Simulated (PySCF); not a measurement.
Working out the excitation energy of Cl

Cl [Ne] 3s2 3p5 (2P) → Cl [Ne] 3s1 3p6 (2S). All numbers are calculated (PySCF 2.14, scalar relativity by spin-free X2C-1e, in x2c-TZVPPall). Frozen: 1s2. Energies in hartree (1 hartree = 27.21139 eV):

| part | Cl (lower) | Cl (upper) |
| --- | --- | --- |
| UHF | -460.887827 | -460.314828 |
| CCSD correlation | -0.342808 | -0.471876 |
| (T) | -0.007102 | -0.034017 |

Problem. What does Hartree-Fock give?

Solution. (-460.314828) − (-460.887827) = 0.572999 hartree = 15.592 eV.

Problem. What do CCSD and CCSD(T) give?

Solution. The CCSD correlation energies differ by -0.129068 hartree = -3.512 eV and the triples by -0.026915 hartree = -0.732 eV, so CCSD gives 12.080 eV and CCSD(T) 11.348 eV.

Measured between the centres of the two terms (NIST): 10.586 eV, so CCSD(T) (valence and next inner shell) is off by 0.762 eV.

The coupled-cluster amplitudes are large, so a single reference is strained.

What remains against the reference includes basis incompleteness, the frozen core and higher excitations.
